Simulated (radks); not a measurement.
Effect of the nuclear size on neutral oxygen, [He] 2s2 2p4. Method: Dirac Kohn-Sham, BLYP, spin-unpolarised, spherical densities, finite nucleus; open shells are shared between the two j in proportion to 2j + 1; Fermi nuclear charge, rms radius 2.6991 fm; computed with a radial shooting solver on a logarithmic mesh with Libxc functionals. The rms radius is varied about that value; shifts are against it.

rms radius (fm),total energy shift (eV),density at nucleus (e/bohr^3),1s1/2 shift (meV)
2.4211,-0.0000748,322.4,-0.030
2.5722,-0.0000351,322.3,-0.014
2.6991,0,322.3,0.000
2.7855,0.0000249,322.2,0.010
3.1903,0.000152,322,0.060
